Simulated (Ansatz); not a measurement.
Cost and result for the atomization energy of H₄OSSiZn, SMILES `[SiH3][O][Zn][SH]` (8 atoms, 7 bonds).

Total charge 0; spin multiplicity 1. For Zn the d shell is correlated and the shells below it are frozen. Scalar relativity is left out up to krypton. All single points use the PBE0-D4/def2-TZVP geometry. It is one conformer, not always the lowest. Program: Ansatz. All runs use 4 threads of an Intel Xeon 6975P-C on a shared host. Times are those of one run each, without the atoms' runs, and a repeat can differ threefold. Electronic energies, without spin–orbit coupling; frozen cores. CCSD(T)/CBS adds CCSD(T) − MP2 in def2-TZVPP to the MP2 limit, and its time is that of the two runs behind it. T1 = 0.015. With those shells the extrapolation isn't a true limit. B3LYP takes the VWN-RPA correlation (the form of Gaussian; ORCA's B3LYP/G). HSE06 is the plane-wave form, built on full-range PBE exchange.

CCSD(T)/CBS is a level of theory with its own doubt, some kJ/mol a heavy atom from the limit and from the frozen cores, so smaller differences don't rank the functionals.

```tsv
level	functions	wall time	atomization (kcal/mol)	difference from CCSD(T)/CBS	per bond
LDA (SPW92)/def2-TZVPP	235	0.75 s	635.2	70.2	10.0
revPBE-D4/def2-TZVPP	235	1.1 s	543.6	-21.4	-3.1
PBE-D4/def2-TZVPP (with forces)	235	1.2 s	557.6	-7.4	-1.1
CCSD(T)/def2-SVP	101	1.7 s	514.5	-50.5	-7.2
PBE0-D4/def2-TZVPP	235	1.8 s	551.7	-13.3	-1.9
HSE06-D4/def2-TZVPP	235	1.9 s	552.1	-12.9	-1.8
CAM-B3LYP-D4/def2-TZVPP	235	2 s	560.5	-4.5	-0.6
B3LYP-D4/def2-TZVPP (with forces)	235	2.5 s	553.1	-11.9	-1.7
B2PLYP/def2-TZVPP	235	2.7 s	551.4	-13.6	-1.9
B97M-V/def2-TZVPP	235	3.5 s	561.8	-3.2	-0.5
MP2/def2-QZVPP	417	9 s	568.8	3.8	0.5
CCSD(T)/def2-TZVPP	235	29 s	545.9	-19.1	-2.7
CCSD(T)/CBS(def2)	–	38 s	565.0	0.0	0.0
```

The D4 term adds +6.0 kcal/mol with B3LYP and +3.2 kcal/mol with PBE0; it sums over pairs of atoms, weighted by their polarisabilities, and B3LYP, whose exchange is more repulsive, gets the larger term. Leaving LDA and LC-ωPBE aside and taking each functional with its dispersion term where it has one, the values, not all of them listed here, spread over 25.3 kcal/mol, from BHLYP-D4 to ωB97X-V. LDA lies +81.4 kcal/mol from PBE without D4, its usual overbinding. At CCSD(T), def2-SVP lies −50.5 kcal/mol from the extrapolated value and def2-TZVPP −19.1 kcal/mol: correlation converges slowly with the basis, and small sets miss more of it in the bonded molecule than in its fragments.
